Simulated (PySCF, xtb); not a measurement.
CaCl, SMILES [Ca+][Cl], charge +1.

Harmonic wavenumbers (cm⁻¹) from GFN2-xTB (xtb) at its own minimum, in rising order: 335.

Q: What does PBE0-D3(BJ)/def2-TZVPD run with PySCF give at its own minimum? (The exact figures need the calculation; the answer reports its results.)

A: 454. Paired by order, the mean absolute difference is 119 cm⁻¹ and the zero-point energies are 0.5 and 0.6 kcal/mol.
